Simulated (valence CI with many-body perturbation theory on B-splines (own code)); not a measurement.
## Cl XIII: magnetic and hyperfine properties of the levels

Calculated by valence CI with perturbative core correlation (CI+MBPT): three valence electrons over a frozen Dirac-Fock core [He], a basis of 11 s, 11 p, 10 d, 8 f, 5 g, 2 h functions for each j, with the one-electron correlation potential Σ1 (screened to all orders), the two-electron term Σ2, the three-electron term Σ3, Breit, model QED; selected single and double excitations, second order for the rest, scaled by the run's own slope (own B-spline code, finite nucleus).

No measured spectrum was set against this ion. As an estimate, levels of excited configurations hold to 0.05 to 0.15 % of their energy, terms of the ground configuration to about 0.5 %.

A/g_I is the dipole constant over the nuclear g factor μ/I (μ in nuclear magnetons, uniformly magnetised nucleus), B/Q the quadrupole constant per barn. Both hold the static response of the core; the bare values leave it out. Large factors of s and p1/2 electrons are usually good to 5 to 10 %; those of open d and f shells near neutrality can be off by tens of per cent, and small factors of p3/2, d and f electrons come from cancelling terms and can be off by a factor of two or in sign, in half-filled shells by more. B is blank for J = 1/2, where it vanishes, and for nearly pure S terms. Energies count from the lowest level.

Names give the largest LS component (configuration and term), which can be under half, so a name can repeat, a term be missing and a line seem to break the LS rules; names also repeat where a configuration has a term twice. Letters in brackets count levels of one name in rising energy.

```tsv
Level	E (× 10³ cm⁻¹)	g	A/g_I (MHz)	A/g_I bare	B/Q (MHz/b)	B/Q bare
2s²2p ²P°_1/2	0.00	0.664	36800	35900		
2s²2p ²P°_3/2	17.41	1.333	7100	7730	12800	12900
2s2p² ⁴P_1/2	211.16	2.666	62200	62000		
2s2p² ⁴P_3/2	217.63	1.733	29000	29000	10400	10500
2s2p² ⁴P_5/2	226.49	1.598	30500	30500	-13000	-13100
2s2p² ²D_3/2	377.93	0.800	-7850	-6870	18100	18200
2s2p² ²D_5/2	378.48	1.200	34800	33800	25900	26100
2s2p² ²S_1/2	476.96	1.817	105000	101000		
2s2p² ²P_1/2	504.41	0.850	35300	33200		
2s2p² ²P_3/2	512.51	1.331	-5260	-3570	-13100	-13200
2p³ ⁴S°_3/2	663.02	1.998	-3220	-27.1		
2p³ ²D°_3/2	749.68	0.809	8620	8110	4420	4460
2p³ ²D°_5/2	750.74	1.199	12100	12700	-200	-201
2p³ ²P°_1/2	840.61	0.664	37100	35800		
2p³ ²P°_3/2	843.41	1.325	5970	7020	-4050	-4080
2s²3s ²S_1/2	2971.3	2.002	33800	32700		
2s²3p ²P°_1/2	3076.0	0.665	8730	8540		
2s²3p ²P°_3/2	3080.7	1.334	3750	3870	3870	3890
2s²3d ²D_3/2	3178.2	0.799	1200	1190	623	643
2s²3d ²D_5/2	3179.5	1.200	397	402	879	908
2s2p3s ⁴P°_1/2	3187.7	2.662	75300	73200		
2s2p3s ⁴P°_3/2	3193.2	1.730	47800	46700	-10700	-10800
2s2p3s ⁴P°_5/2	3204.1	1.600	35800	35100	13500	13600
2s2p3s ²P°_1/2 [a]	3239.2	0.670	11400	11500		
2s2p3s ²P°_3/2 [a]	3251.1	1.335	33800	33300	13000	13100
2s2p3p ⁴D_1/2	3281.0	0.236	-10900	-10400		
2s2p3p ⁴D_3/2	3285.9	1.243	31300	30700	-4680	-4710
2s2p3p ²P_1/2 [a]	3291.6	0.442	-30200	-29400		
2s2p3p ²P_3/2 [a]	3293.6	1.321	23200	22800	-4910	-4950
2s2p3p ⁴D_5/2	3294.5	1.373	22900	22600	4160	4180
2s2p3p ⁴D_7/2	3304.2	1.428	21700	21500	17100	17200
2s2p3p ⁴S_3/2	3314.2	1.939	39700	39000	-1050	-1060
2s2p3p ⁴P_1/2	3324.1	2.656	70100	68900		
2s2p3p ⁴P_3/2	3330.2	1.740	34300	33800	7580	7630
2s2p3p ⁴P_5/2	3334.4	1.581	29500	29100	-5500	-5540
2s2p3p ²D_3/2 [a]	3338.5	0.821	3480	3460	13100	13200
2s2p3p ²D_5/2 [a]	3349.6	1.216	19100	19000	16000	16200
2s2p3d ⁴F°_3/2	3370.0	0.413	-13600	-13200	4940	4990
2s2p3d ⁴F°_5/2	3373.3	1.037	8490	8380	3200	3240
2s2p3p ²S_1/2 [a]	3376.8	1.994	48600	48800
```

Problem. Take the isotope of mass number 37, with I = 3/2, μ = 0.684 μN and Q = -0.0644 b. What is the hyperfine structure of 2s2p² ⁴P_5/2?

Solution. From the table A = 13900 MHz, B = 839 MHz. Shifts from the centre of gravity in MHz: F = 1: -72400, F = 2: -45300, F = 3: -3940, F = 4: 52300.
